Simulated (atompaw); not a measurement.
## Building the PAW (atompaw) potential for zirconium (Zr) (PBE, scalar-relativistic).

atompaw 4.2.0.5 input, output lines left out:

```
Zr 40
GGA-PBE scalarrelativistic loggrid 1500 logderivrange -6 5 276
5 5 4 0 0 0
5 0 1.5
5 1 0.5
4 2 2
0 0 0
c
c
c
v
v
c
c
v
v
c
v
2
2.20 1.80 1.95 1.45
n
n
y
0.75
n
modrrkj vanderbiltortho besselshape
bessel
2.20
2.20
2.05
2.20
2.20
2.20
```

- Cutoffs needed: 18 Ry and 30 Ry (the cutoffs (Ry, on a coarse ladder) from which the occupation-weighted sum of valence levels, in a spherical-Bessel basis at the reference potential, stays within 10 and 1 mRy of its value at 400 Ry)
- Ghost test: no extra level below or beside the all-electron valence levels (s, p, d, f tested) (spherical-Bessel basis up to 400 Ry, 20 bohr box)
- Lowest eigenvalue of the overlap operator: 0.04 (d channel)
- Overlap eigenvalues printed by atompaw (projector basis): 0.012, 1.04, 1.49, 2.91, 22.2, 116
- Share of each valence orbital outside the PAW sphere: 4s 2 %, 5s 90 %, 4p 6 %, 5p 97 %, 4d 43 %
